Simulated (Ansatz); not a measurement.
Start from `[CH3][AlH][SiH2]CF` and change one atom or group to get `N[SiH2]CF`.

Ansatz, PBE0-D4/def2-TZVP geometries, multiplicity 1. Each molecule was computed in one conformer, which needn't be the lowest.

```json
{"property": "LUMO energy (PBE/def2-TZVPP) / eV", "`[CH3][AlH][SiH2]CF`": "-1.54"}
{"property": "size of the dipole moment (B3LYP/def2-TZVPP) / D", "`[CH3][AlH][SiH2]CF`": "1.91"}
{"property": "HOMO energy (PBE/def2-TZVPP) / eV", "`[CH3][AlH][SiH2]CF`": "-5.86"}
{"property": "HOMO–LUMO gap (PBE/def2-TZVPP) / eV", "`[CH3][AlH][SiH2]CF`": "4.32"}
{"property": "HOMO–LUMO gap (PBE0/def2-TZVPP) / eV", "`[CH3][AlH][SiH2]CF`": "6.27"}
{"property": "zero-point energy (PBE0-D4/def2-TZVP) / kJ/mol", "`[CH3][AlH][SiH2]CF`": "234.6"}
```

What does the change do to each property? (An estimate is asked.)

Computed: 
```
                                        property  `N[SiH2]CF`  shift
               LUMO energy (PBE/def2-TZVPP) / eV        -0.51   1.03
size of the dipole moment (B3LYP/def2-TZVPP) / D         1.36  -0.55
               HOMO energy (PBE/def2-TZVPP) / eV        -6.05  -0.19
             HOMO–LUMO gap (PBE/def2-TZVPP) / eV         5.53   1.21
            HOMO–LUMO gap (PBE0/def2-TZVPP) / eV         7.84   1.57
  zero-point energy (PBE0-D4/def2-TZVP) / kJ/mol        191.0  -43.6
```

With PBE0 the HOMO falls by 0.57 eV and the LUMO rises by 1.00 eV, so the gap widens by about 1.57 eV. PBE moves the HOMO by -0.19 eV and ωB97M-V by -0.92 eV. The zero-point energy changes by -43.6 kJ/mol with -9 modes. Dipoles are sizes alone; their direction can turn.

B3LYP here is the variant with VWN-RPA as its local correlation; programs differ in this.
